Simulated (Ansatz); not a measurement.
The multiplicity is imposed and other spin states were not computed.

Species: [Ag(CNH)(CH3)] (charge 0, multiplicity 1).

Question: Give a relaxed geometry from r2SCAN-D4/def2-SVP run with Ansatz (a quantum-chemistry and plane-wave program).

Answer: the end point of this relaxation.
Cartesian coordinates (Å) in one orientation:
```xyz
8

Ag    -0.051     0.054    -0.134
N     -1.384     1.075    -2.854
C     -0.898     0.700    -1.857
H     -1.801     1.397    -3.711
C      0.818    -0.605     1.628
H      1.888    -0.340     1.671
H      0.742    -1.701     1.727
H      0.328    -0.156     2.509
```
